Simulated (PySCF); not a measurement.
Compound: C₅H₇F₃.
Structure used (GFN2-xTB), in Å, numbered top down from 1:
```
atom  x, y, z in Å
C1    -1.760   -0.892   -0.275
C2    -0.478   -0.159   -0.048
C3     0.706   -0.682   -0.349
C4     2.018    0.002   -0.105
F5     3.043   -0.786   -0.507
F6     2.216    0.220    1.228
C7    -0.612    1.226    0.536
F8     0.041    2.156   -0.243
H9    -2.312   -0.975    0.660
H10   -2.381   -0.343   -0.981
H11   -1.577   -1.887   -0.667
H12    0.790   -1.670   -0.774
H13    2.121    0.974   -0.612
H14   -1.658    1.540    0.580
H15   -0.162    1.284    1.533
```

The geometry is computed with GFN2-xTB (gas phase).

Take the most abundant isotopes and a rigid rotor. The values belong to one conformer with, in the numbering `[CH3:1]/[C:2](=[CH:3]/[CH:4]([F:5])[F:6])[CH2:7][F:8]`, C2–C3–C4–F5 179°, C1–C2–C7–F8 -126°.

Task: What are A, B and C (MHz)?

Result: Ia = 178.39, Ib = 369.16, Ic = 467.09 u·Å²; 505379 MHz·u·Å²/I gives A = 2833, B = 1369, C = 1082 MHz.

Task: Classify the top.

Result: An asymmetric top; Ray's κ = -0.672.

Task: What does the inertial defect say?

Result: Not planar: Δ = Ic − Ia − Ib = -80.46 u·Å². For a rigid frame Δ = −2 Σ m c², so Σ m c² = 40.23 u·Å² lies off the ab plane: 4.43 from hydrogen and 35.80 from heavier atoms. The atom farthest from that plane is 1.27 Å away.

Task: Give the other two planar moments, Paa and Pbb, and the rms extents of the mass along the axes.

Result: Paa = Σ m a² = (Ib + Ic − Ia)/2 = 328.93 and Pbb = Σ m b² = (Ia + Ic − Ib)/2 = 138.16 u·Å². With the mass M = 124.05 u, the rms extents √(P/M) along a, b and c are 1.63, 1.06, 0.57 Å.

Task: Estimate the classical rotational partition function at 100 K, 298.15 K and 500 K.

Result: Point group C1, symmetry number σ = 1; q = (√π/σ)·√((kT/h)³/(ABC)), k/h = 20836.6 MHz/K: 82300 at 100 K, 424000 at 298.15 K, 920000 at 500 K.

Not checked by GFN2-xTB frequencies. Constants of a rigid frame at the computed geometry: no zero-point averaging, no centrifugal distortion.
